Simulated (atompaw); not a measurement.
# Before and after: PAW (atompaw) potential for calcium (Ca)

| Quantity | Value |
| --- | --- |
| Element | calcium (Ca) |
| Generator | atompaw 4.2.0.5 |
| Type | PAW |
| Functional | PBE |
| Relativity | scalar-relativistic |
| Frozen core | [Ne] 3s2 |
| Valence charge | 8 |
| Reference configuration | 3p6 3d0 4s2 4p0 |
| Partial waves | 4s (bound): rc 2.80 bohr; 4s channel at 0.05 Ry: rc 2.70 bohr; 3p (bound): rc 1.40 bohr; 4p (bound, empty): rc 1.90 bohr; 3d (bound, empty): rc 2.80 bohr; 3d channel at 3 Ry: rc 2.80 bohr |
| Local potential | bessel scheme, radius 2.10 bohr |
| Core correction | smooth core density matched at 1.90 bohr |
| Augmentation charge | gaussian compensation charge, radius 2.15 bohr; PAW radius 2.80 bohr; waves and projectors: custom rrkj gramschmidtortho |

Change: augmentation gaussian compensation charge, radius 2.15 bohr; PAW radius 2.80 bohr; waves and projectors: custom polynom gramschmidtortho.

Cutoffs: the cutoffs (Ry, on a coarse ladder) from which the occupation-weighted sum of valence levels, in a spherical-Bessel basis at the reference potential, stays within 10 and 1 mRy of its value at 400 Ry; they do not see the model core or the augmentation charge, which bear on the density cutoff.

**Question.** What does the change do?

**Answer.** The potential gets softer (35 Ry and 70 Ry → 30 Ry and 55 Ry); a bound ghost appears in s, which as a rule spoils a file; the range in which the s phases agree widens (upper end 2.0 → 4.6); the range in which the d phases agree widens (upper end 0.0 → 1.1).

```csv
quantity,base,changed
"cutoff, loose",35 Ry,30 Ry
"cutoff, tight",70 Ry,55 Ry
loose cutoff by channel (10 mRy a level),"s 6 Ry, p 30 Ry","s 6 Ry, p 25 Ry"
bound ghosts,none,s
s: phases at 2.81 bohr within 0.05 rad from the reference energy up to (Ry; the scan ends near 5),2.0,4.6
p: phases at 2.81 bohr within 0.05 rad from the reference energy up to (Ry; the scan ends near 5),to the end of the scan,to the end of the scan
d: phases at 2.81 bohr within 0.05 rad from the reference energy up to (Ry; the scan ends near 5),0.0,1.1
lowest overlap eigenvalue by channel,"s 0.96, p 0.27, d 0.83","s 1.00, p 0.55, d 0.87"
```

 A true bound ghost makes a file unfit for plane-wave use even where its test errors are small: the radial tests pick states by their node count and pass the ghost by. The cutoffs see the waves, projectors and local potential, not the compensation charge or the core.
